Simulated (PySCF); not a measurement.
# HI⁺, r²SCAN: how much the basis matters

PySCF, UKS reference; doublet, unpaired electrons π ↑; De to H + I⁺ without counterpoise correction.

```csv
basis,relativity,functions,Re (Å),ωe (cm⁻¹),De (eV),μ (D)
x2c-SVPall,spin-free X2C,41,1.640,2220,3.37,-1.29
def2-SVPD,scalar-relativistic core potentials,43,1.642,2213,3.38,-1.15
cc-pVTZ/cc-pVTZ-PP,scalar-relativistic core potentials,53,1.642,2198,3.38,-1.16
```

**Question.** How does each smaller set differ from the one with most functions, cc-pVTZ/cc-pVTZ-PP?

**Answer.** x2c-SVPall: -0.2 pm, +1.0 % in ωe, -0.01 eV in De; def2-SVPD: +0.0 pm, +0.7 % in ωe, +0.00 eV in De. All at r²SCAN; the set with most functions is neither the basis-set limit nor always the best. The rows treat relativity differently, so the differences are not basis effects alone.

A positive dipole points towards I; it is taken about the centre of mass and depends on that origin. These are scalar-relativistic numbers at best; spin–orbit coupling would shift them, the dissociation energy most. For an ion De counts to the pair picked by the measured ionisation energies or electron affinities, which need not be the lowest pair at this level. The state was picked by a PBE0 search and need not be the measured ground state.
